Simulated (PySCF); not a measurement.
Isomers of C5H3F3, mass 120.019 u with the commonest isotopes. The calculation used PySCF, PBE0-D3(BJ)/def2-SVP geometry optimisation, gas phase. One conformer each, none proved a minimum here; rigid rotors.

**Question.** Order these by dipole moment, largest first.
A. `FC(F)(F)C=C1C=C1`
B. `[CH:1]#[C:2]/[C:3]([F:4])=[CH:5]/[CH:6]([F:7])[F:8]` with C3–C5–C6–F7 -123°
C. `C#C/C=C\C(F)(F)F`
D. `FC1=CC(F)(F)C=C1`

**Answer.** A (4.59 D), B (2.52 D), C (2.15 D), D (1.66 D).

**Question.** Order these by rotational constant C, smallest first.
A. `[CH:1]#[C:2]/[C:3]([F:4])=[CH:5]/[CH:6]([F:7])[F:8]` with C3–C5–C6–F7 -123°
B. `FC(F)(F)C=C1C=C1`
C. `C#C/C=C\C(F)(F)F`
D. `C1C(C=CC=1F)(F)F`

**Answer.** A (951.2 MHz), B (1220 MHz), C (1297 MHz), D (1382 MHz).

**Question.** Order these by rotational constant B, smallest first.
A. `FC1=CC(F)(F)C=C1`
B. `[CH:1]#[C:2]/[C:3]([F:4])=[CH:5]/[CH:6]([F:7])[F:8]` with C3–C5–C6–F7 -123°
C. `FC(F)(F)C=C1C=C1`
D. `FC(/C=C\C#C)(F)F`

**Answer.** B (992.4 MHz), C (1277 MHz), D (1440 MHz), A (1503 MHz).

```tsv
SMILES	point group	Ia (u·Å²)	Ib (u·Å²)	Ic (u·Å²)	κ	μa (D)	μb (D)	μc (D)
C#C/C=C\C(F)(F)F	Cs	126.38	351.00	389.63	-0.89	1.56	1.48	0.01
FC1=CC(F)(F)C=C1	Cs	118.83	336.14	365.69	-0.92	1.04	1.30	0.01
C#C/C(F)=C/C(F)F	–	112.05	509.25	531.32	-0.98	2.44	0.61	0.01
FC(F)(F)C=C1C=C1	Cs	105.77	395.76	414.29	-0.97	4.59	0.09	0.00
```
